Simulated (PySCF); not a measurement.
Excited states of Al(3+) (aluminium, charge +3)

Ground state [Ne], ¹S. All numbers are calculated (PySCF 2.14, scalar relativity by spin-free X2C-1e, in x2c-SVPall with two added diffuse shells each of s, p type (6s5p1d, 26 functions)). Vertical excitation energies in eV without spin-orbit coupling; excited terms of each kind are numbered among those the solver found. Frozen: 1s2.

```tsv
term	leading excitation	EOM-EE-CCSD
1 3P°	2p → s	78.198
1 1P°	2p → s	78.805
1 3S	2p → p	84.597
1 3D	2p → p	85.628
1 1D	2p → p	85.975
1 3P	2p → p	86.198
1 1P	2p → p	86.198
1 1S	2p → p	89.519
2 3P°	2p → d	97.661
1 3F°	2p → d	97.961
1 1F°	2p → d	98.024
2 1P°	2p → d	98.166
1 1D°	2p → d	98.329
1 3D°	2p → d	98.337
2 3S	2p → p	102.86
2 1D	2p → p	103.23
```

The solver can miss terms.
